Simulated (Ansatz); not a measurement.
Two isomers of C2H9BOSi: A = `BOC(C)[SiH3]`, B = `CB(C)O[SiH3]`.

Calculated with Ansatz (gas phase, PBE0-D4/def2-TZVP geometries, no zero-point term in ΔE). CCSD(T)/CBS is the MP2 limit (def2-TZVPP, def2-QZVPP) plus CCSD(T) − MP2 in def2-TZVPP, frozen cores. Functionals use def2-TZVPP. B3LYP here is the variant with VWN-RPA as its local correlation; programs differ in this. One conformer a species, not always the lowest.

Which is lower in electronic energy at CCSD(T)/CBS, and by how much? (Best estimate.)

Ansatz gave: B, by 57.0 kcal/mol.

Give E(B) − E(A) in kcal/mol with CCSD(T)/def2-TZVPP, PBE0-D4, r2SCAN-D4, PBE-D4, B3LYP, B3LYP-D4, MP2/def2-TZVPP. (Best estimate.)

Computed: CCSD(T)/def2-TZVPP -56.3, PBE0-D4 -56.0, r2SCAN-D4 -58.1, PBE-D4 -53.7, B3LYP -56.4, B3LYP-D4 -56.0, MP2/def2-TZVPP -58.1. None reverses the order clearly.

Largest T1 diagnostic: 0.013.

From PBE to PBE0 (25 % exact exchange), in def2-TZVPP and without D4, E(B) − E(A) moves by −2.2 kcal/mol. In def2-TZVPP, CCSD(T) changes the Hartree–Fock value by +3.1 kcal/mol (the triples alone add +0.8 kcal/mol) and MP2 by +1.2 kcal/mol.
